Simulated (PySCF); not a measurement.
Radial density of Rb (rubidium, neutral)

UHF, [Kr] 4d1, 2D determinant (an excited configuration). All numbers are calculated (PySCF 2.14, scalar relativity by spin-free X2C-1e, in aug-cc-pVDZ-X2C (7s6p4d, 45 functions)).

```json
{"r (bohr)": "0.0295", "4πr²ρ (e/bohr)": "46.20", "4πr²(ρα − ρβ)": "0.0000"}
{"r (bohr)": "0.0496", "4πr²ρ (e/bohr)": "39.07", "4πr²(ρα − ρβ)": "-0.0001"}
{"r (bohr)": "0.0834", "4πr²ρ (e/bohr)": "44.95", "4πr²(ρα − ρβ)": "-0.0002"}
{"r (bohr)": "0.140", "4πr²ρ (e/bohr)": "54.48", "4πr²(ρα − ρβ)": "0.0002"}
{"r (bohr)": "0.236", "4πr²ρ (e/bohr)": "32.63", "4πr²(ρα − ρβ)": "0.0011"}
{"r (bohr)": "0.397", "4πr²ρ (e/bohr)": "39.35", "4πr²(ρα − ρβ)": "0.0009"}
{"r (bohr)": "0.667", "4πr²ρ (e/bohr)": "20.15", "4πr²(ρα − ρβ)": "0.0000"}
{"r (bohr)": "1.12", "4πr²ρ (e/bohr)": "6.754", "4πr²(ρα − ρβ)": "0.0013"}
{"r (bohr)": "1.89", "4πr²ρ (e/bohr)": "4.111", "4πr²(ρα − ρβ)": "0.0142"}
{"r (bohr)": "3.18", "4πr²ρ (e/bohr)": "0.4744", "4πr²(ρα − ρβ)": "0.0400"}
{"r (bohr)": "5.34", "4πr²ρ (e/bohr)": "0.08254", "4πr²(ρα − ρβ)": "0.0792"}
{"r (bohr)": "8.98", "4πr²ρ (e/bohr)": "0.1001", "4πr²(ρα − ρβ)": "0.1001"}
{"r (bohr)": "15.1", "4πr²ρ (e/bohr)": "0.02720", "4πr²(ρα − ρβ)": "0.0272"}
{"r (bohr)": "25.4", "4πr²ρ (e/bohr)": "0.0003943", "4πr²(ρα − ρβ)": "0.0004"}
```

Densities and radii are taken from the X2C orbitals without a picture-change correction, which distorts them close to the nucleus.
